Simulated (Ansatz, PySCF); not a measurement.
B2Cl4, SMILES ClB(Cl)B(Cl)Cl (connectivity only; charge and spin as stated), charge -1, multiplicity 2. Atoms are numbered in the order given.

```xyz
6

Cl     0.0000     1.5182    -1.8074
B      0.0000     0.0000    -0.8104
Cl     0.0000    -1.5182    -1.8074
B      0.0000     0.0000     0.8104
Cl     0.0000     1.5182     1.8074
Cl     0.0000    -1.5182     1.8074
```
Charge -1, spin multiplicity 2.

Geometry: PBE0-D3(BJ)/def2-SVPD. The spin state was assumed, not searched. One conformer was computed; it need not be the lowest.

Two levels are set side by side: PBE-D3(BJ)/def2-SVPD (Ansatz, a first-principles code) and PBE0-D3(BJ)/def2-SVPD (Ansatz). Each level has its own optimised geometry; the coordinates shown are those of the second. Frequencies come from the Hessian of PySCF at each geometry. Differences are taken from unrounded values.

```
quantity                            PBE0-D3(BJ)
----------------------------------  -----------
mean bond length (Å)                      1.777
bond Cl1–B2 (Å)                           1.816
bond B2–Cl3 (Å)                           1.816
bond B2–B4 (Å)                            1.621
bond B4–Cl5 (Å)                           1.816
bond B4–Cl6 (Å)                           1.816
highest harmonic wavenumber (cm⁻¹)         1244
mean harmonic wavenumber (cm⁻¹)             452
zero-point energy (kcal/mol)               7.76
```

What does PBE-D3(BJ) give, and how far is it from PBE0-D3(BJ)? (An estimate is asked for; the answer gives what the named calculation found.)


| quantity | PBE-D3(BJ) | PBE-D3(BJ) minus PBE0-D3(BJ) |
|---|---|---|
| mean bond length (Å) | 1.788 | 0.011 |
| bond Cl1–B2 (Å) | 1.828 | 0.011 |
| bond B2–Cl3 (Å) | 1.828 | 0.011 |
| bond B2–B4 (Å) | 1.629 | 0.009 |
| bond B4–Cl5 (Å) | 1.828 | 0.011 |
| bond B4–Cl6 (Å) | 1.828 | 0.011 |
| highest harmonic wavenumber (cm⁻¹) | 1198 | -46 |
| mean harmonic wavenumber (cm⁻¹) | 434 | -18 |
| zero-point energy (kcal/mol) | 7.44 | -0.31 |

Exact exchange shortens and stiffens bonds; PBE has none. Differences between two approximate levels are no errors against the true value.
